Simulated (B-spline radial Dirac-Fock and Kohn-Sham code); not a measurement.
# Dipole and non-dipole photoemission parameters of Sn 5s

System: neutral tin in the configuration [Kr] 4d10 5s2 5p2; threshold 12.84 eV (orbital energy of the model). Calculated with a radial B-spline solver, using Dirac-Hartree-Slater photoionisation with a Latter tail; cross sections with all multipoles, angular parameters from the dipole term and its interference with E2.

For linearly polarised light dσ/dΩ = σ/(4π) [1 + β P₂(cos θ) + (δ + γ cos²θ) sin θ cos φ], with θ from the polarisation vector and φ the angle between the beam and the projection of the electron momentum on the plane normal to the polarisation.

```tsv
hν (eV)	σ (kb)	β	γ
72.9	88.3	1.945	0.085
74.6	86.5	1.946	0.092
109	58.0	1.962	0.171
119	52.5	1.964	0.185
150	40.0	1.970	0.222
181	31.7	1.973	0.247
200	27.9	1.975	0.259
394	10.9	1.983	0.287
459	8.66	1.984	0.278
474	8.24	1.985	0.275
600	5.70	1.986	0.247
800	3.57	1.988	0.193
1070	2.18	1.989	0.121
2000	0.721	1.991	-0.044
2150	0.632	1.991	-0.059
2460	0.493	1.991	-0.082
2860	0.371	1.992	-0.097
3270	0.288	1.992	-0.099
3480	0.256	1.992	-0.096
3680	0.230	1.992	-0.091
4160	0.181	1.992	-0.071
6000	0.0873	1.992	0.070
6370	0.0773	1.992	0.106
6780	0.0680	1.992	0.149
7370	0.0572	1.992	0.212
7610	?	?	?
8047.8	0.0475	1.992	0.287
9180	0.0360	1.992	0.415
12000	0.0201	1.992	0.736
```

Q: Give the values at 7610 eV.

A: σ = 0.0535 kb, β = 1.992, γ = 0.238. For an s subshell δ is negligible.
